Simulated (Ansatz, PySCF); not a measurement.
This triplet is an excited state, 1.52 eV above the relaxed singlet at the level frozen-core CCSD(T)/cc-pVTZ // PBE0-D3(BJ)/def2-TZVP (Ansatz, a quantum-chemistry and plane-wave program).

CH₃N, SMILES `[CH]N` (excited triplet) (charge 0, multiplicity 3)

Calculation: PBE0-D3(BJ)/def2-TZVP run with PySCF 2.14.0.

* **highest occupied spin orbital**: -5.72 eV
* **dipole moment**: 1.58 D
* **total energy**: -94.4491 Ha
* **cost**: very roughly 17 core-seconds

```xyz
5

C      0.7883    -0.1169     0.3547
N     -0.4660     0.0580    -0.1486
H      1.7119    -0.0729    -0.2226
H     -0.9628     0.8851     0.1576
H     -1.0714    -0.7533    -0.1411
```
Charge 0, spin multiplicity 3.
